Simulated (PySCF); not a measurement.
Level of theory: PBE-D3(BJ)/def2-TZVP // M06-2X/def2-TZVP (PySCF). All species are isolated molecules in the gas phase. Delta-SCF ions had no search for a lower state. Excitations are Tamm–Dancoff values on a coarser integration grid. The basis has no diffuse functions, so Rydberg states are missing or too high.

Reference species (SMILES): `N=C=[OH+]` (not the most basic site) (charge +1, multiplicity 1).

| Property | Value |
|---|---|
| S1–T1 gap (TDA) | 0.56 eV |
| HOMO | -15.63 eV |
| vertical ionisation energy (Delta-SCF) | 20.02 eV |
| LUMO | -8.02 eV |

Changed species: `[NH2+]=C=O` (proton added at N1; the reference has proton added at O3).

Task: Give the shifts of the S1–T1 gap (TDA), HOMO, vertical ionisation energy (Delta-SCF) and LUMO.

Result: the S1–T1 gap (TDA) falls by 0.23 eV, to 0.33 eV; the HOMO falls by 0.07 eV, to -15.70 eV; the vertical ionisation energy (Delta-SCF) goes up by 0.06 eV, to 20.08 eV; the LUMO falls by 1.68 eV, to -9.70 eV.
